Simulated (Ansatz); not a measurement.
Geometry optimisation, RKS PBE/def2-SVP (Ansatz).

Input:

```yaml
crystal:
  periodic: [false, false, false]
  atoms:
    - { symbol: B, position_ang: [0.0, 0.0, 0.0] }
    - { symbol: O, position_ang: [0.0, 0.0, 1.76] }
    - { symbol: H, position_ang: [-0.9095, -0.2814, 2.0971] }
    - { symbol: F, position_ang: [1.1431, 0.0, -0.66] }
    - { symbol: C, position_ang: [-1.3856, 0.0, -0.8] }
    - { symbol: H, position_ang: [-1.9458, -0.9305, -0.5708] }
    - { symbol: H, position_ang: [-1.9898, 0.8797, -0.4946] }
    - { symbol: H, position_ang: [-1.1839, 0.0508, -1.8903] }
    - { symbol: F, position_ang: [0.0726, 1.5356, 0.5108] }
    - { symbol: H, position_ang: [0.0505, 1.068, 1.4702] }
basis:
  gaussian: { orbitals: def2-SVP }
hamiltonian:
  xc: pbe
relax:
  f_tol: 0.15
  max_steps: 25
  restrain:
    - { distance: [0, 8], at: 1.32, k: 30.0 }
    - { distance: [9, 1], at: 1.01, k: 30.0 }
    - { distance: [0, 1], at: 2.61, k: 30.0 }
    - { distance: [9, 8], at: 2.12, k: 30.0 }
```

Run as:

```bash
$ ansatz run input.yaml --threads 2 --pin off --max-ram 3072MiB --backend cpu --events-out ev --progress --plain --runs-dir out
```

Where does it end, and by what steps?

The run converged. The restraints hold the end off the free minimum. After 8 steps the energy has fallen by 2.062 eV (the restraints' own energy left out); B1 moved furthest, 0.64 Å.

```
step  energy less start (eV)  largest force component (eV/Å)  accepted
   0                  0.0000                           4.788       yes
   1                 -0.9607                           3.675       yes
   2                 -1.5112                           2.535       yes
   3                 -1.7521                           1.737       yes
   4                 -1.9512                           1.347       yes
   5                 -2.0067                           0.777       yes
   6                 -2.0473                           0.732       yes
   7                 -2.0465                           1.011       yes
   8                 -2.0618                           0.610       yes
```

```xyz
10
Properties=species:S:1:pos:R:3
B 0.060 0.471 -0.422
O -0.145 -0.132 2.101
H -1.101 -0.031 2.267
F 1.141 -0.251 -0.728
C -1.376 0.031 -0.871
H -1.545 -1.046 -0.667
H -2.183 0.626 -0.402
H -1.463 0.164 -1.973
F 0.303 1.682 0.094
H 0.160 0.809 2.024
```

Time of the run: 11 s on 2 threads of Intel(R) Xeon(R) Platinum 8488C (Sapphire Rapids), with other jobs on the host, peak memory 0.17 GiB.
